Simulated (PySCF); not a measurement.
A GIAO shielding run with PySCF (density fitting, non-relativistic, gas phase) on SMILES c1c(CS[SiH3])scc1, C$_{5}$H$_{8}$S$_{2}$Si:

```
$ OMP_NUM_THREADS=1 python probes_run.py task.json out

{"job": {"kind": "nmr", "xc": "PBE0", "basis": "pcSseg-1"}, "charge": 0, "multiplicity": 1}
Si    -2.528708     0.591953     0.552128
S     -2.020698    -1.099050    -0.666175
C     -0.481899    -1.695433     0.162832
C      0.565257    -0.655496     0.209106
C      1.305306    -0.156595    -0.819112
C      2.191953     0.866792    -0.417988
C      2.113164     1.136082     0.908906
S      0.952004     0.144751     1.700711
H     -1.608311     1.685374     0.260070
H     -2.419691     0.168170     1.942903
H     -3.888772     0.884764     0.140887
H     -0.168677    -2.548718    -0.438732
H     -0.757671    -2.032065     1.161232
H      1.213943    -0.509763    -1.830626
H      2.858690     1.374727    -1.091374
H      2.666510     1.853452     1.481307
```

Hardware: 1 thread of an Arm Neoverse V1, shared host. The job also computes population analyses, field gradients, ring-centre shieldings.

Task: How large is the calculation?

Result: 84 electrons, 197 basis functions and 1090 auxiliary functions.

Task: How long does it take, and how much memory does it need?

Result: 42 s of wall time, with 14 SCF cycles and 5 response iterations; peak memory 0.88 GiB. Times on a shared host scatter by some tens of per cent.
